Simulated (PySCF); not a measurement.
Compound: C9H7Cl.
Cartesian coordinates in Å at the PBE0-D3(BJ)/def2-SVP level; atoms count from 1:
```xyz
17
C9H7Cl angstrom
C     -3.010   -1.967   -0.697
C     -2.432   -0.968   -0.335
C     -1.730    0.222    0.095
C     -2.237    1.487   -0.392
C     -2.651    2.550   -0.799
C     -1.095    0.208    1.516
C     -0.264    0.111    0.335
C      0.918   -0.013   -0.245
C      2.191   -0.076    0.522
Cl     3.080   -1.599    0.178
H     -3.522   -2.855   -1.022
H     -3.023    3.490   -1.162
H     -1.141    1.155    2.064
H     -1.279   -0.692    2.112
H      0.980   -0.065   -1.337
H      2.010   -0.036    1.604
H      2.869    0.744    0.243
```

Level: wB97X-D/def2-SVPD in PySCF, non-relativistic, on one gas-phase PBE0-D3(BJ)/def2-SVP geometry that isn't relaxed in the solvent. The solvent is an IEF-PCM continuum (cavity from Bondi-type radii × 1.2). Only the electrostatic response of the medium enters.

Gas phase at wB97X-D/def2-SVPD: HOMO -9.16 eV, LUMO 0.84 eV, dipole 1.93 D.

**Question.** What does the continuum do to the energy, the frontier levels and the dipole at wB97X-D/def2-SVPD in chloroform and acetone?

**Answer.** 
| solvent | ε | E(solvent) − E(gas) (kcal/mol) | polarisation term (kcal/mol) | distortion of the solute (kcal/mol) | HOMO (eV) | LUMO (eV) | dipole (D) |
| --- | --- | --- | --- | --- | --- | --- | --- |
| chloroform | 4.711 | -5.57 | -6.20 | 0.63 | -9.18 | 0.92 | 2.43 |
| acetone | 20.49 | -7.51 | -8.69 | 1.18 | -9.21 | 0.92 | 2.64 |

The first energy column is the sum of the next two and covers electrostatics alone. From chloroform to acetone the lowering changes by a factor 1.35, Onsager's factor (ε − 1)/(2ε + 1) by 1.30 and ε itself by 4.3.

**Question.** Which radius a makes the point-dipole formula ΔE = −[(ε − 1)/(2ε + 1)]·μ²/a³ give the value in acetone, with the gas-phase dipole?

**Answer.** μ = 0.760 au and |ΔE| = 0.01196 Eh give a = 1.49 Å; the farthest nucleus lies 4.37 Å from the centroid of the nuclei, so such a sphere wouldn't even hold the nuclei. The formula assumes a rigid point dipole at the centre of a sphere.

**Question.** Give the dipole vector in the frame of the coordinates (D, pointing from negative to positive charge), gas and acetone.

**Answer.** Gas (-0.58, 1.58, 0.95), solvent (-0.51, 2.15, 1.45). Its length changes by +37 % and its direction by 7°.

**Question.** How does the static polarisability (wB97X-D/def2-SVPD, frozen core, with the continuum's full static response) change?

**Answer.** 
```tsv
medium	isotropic (au)	principal values (au)	⟨r²⟩ of the electrons (bohr²)
gas	120.7	93.5, 119.4, 149.2	2298.4
chloroform	148.7	119.1, 147.9, 179.1	2298.0
acetone	160.3	131.5, 159.8, 189.6	2297.8
```

The isotropic value in acetone is 1.33 times the gas-phase one; no cavity-field correction is applied. ⟨r²⟩ is taken about the centre of nuclear charge.

On one thread of an Intel Xeon 6975P-C, no GPU, shared host with 192 logical CPUs at a one-minute load of 98, this took 52 s of wall time and 1.3 GiB of memory at its peak. This is the whole response run at wB97X-D/def2-SVPD in acetone, SCF included.

wB97X-D is run here without its empirical dispersion term; that term would change no orbital, density or response property at a fixed geometry.
